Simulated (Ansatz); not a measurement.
C₃H₁₁InS (`[CH3][In-]([CH3])([CH3])[SH2+]`) from Hartree–Fock to CCSD(T)

```xyz
16

C    -1.0463    0.0235   -1.9101
In    0.3621    0.0423   -0.2542
C     1.5129    1.8308    0.1638
C     0.9251   -1.8465    0.6636
S    -1.7606    0.5334    1.7256
H    -0.5146   -0.1079   -2.8560
H    -1.5966    0.9653   -1.9705
H    -1.7605   -0.7976   -1.8150
H     0.9172    2.7295   -0.0072
H     1.8697    1.8372    1.1954
H     2.3852    1.8772   -0.4931
H     0.0998   -2.5618    0.6381
H     1.2372   -1.7038    1.7006
H     1.7655   -2.2920    0.1252
H    -2.7282    0.1786    0.8644
H    -1.6678   -0.7081    2.2293
```

Total charge 0; spin multiplicity 1. Correlated methods include outer-core shells of In, which these sets cover unevenly. In: def2 effective core potential. The structure was optimised at the PBE0-D4/def2-TZVP level. It is one conformer, not always the lowest. Frozen core, restricted reference, the Gaussian-basis code of Ansatz.

```csv
basis,HF (Eh),MP2 corr.,CCSD corr.,(T),CCSD(T) total
def2-SVP,-706.50843,-0.68827,-0.76651,-0.02192,-707.29686
def2-TZVPP,-706.78757,-1.04551,–,–,–
def2-QZVPP,-706.80623,-1.28404,–,–,–
```
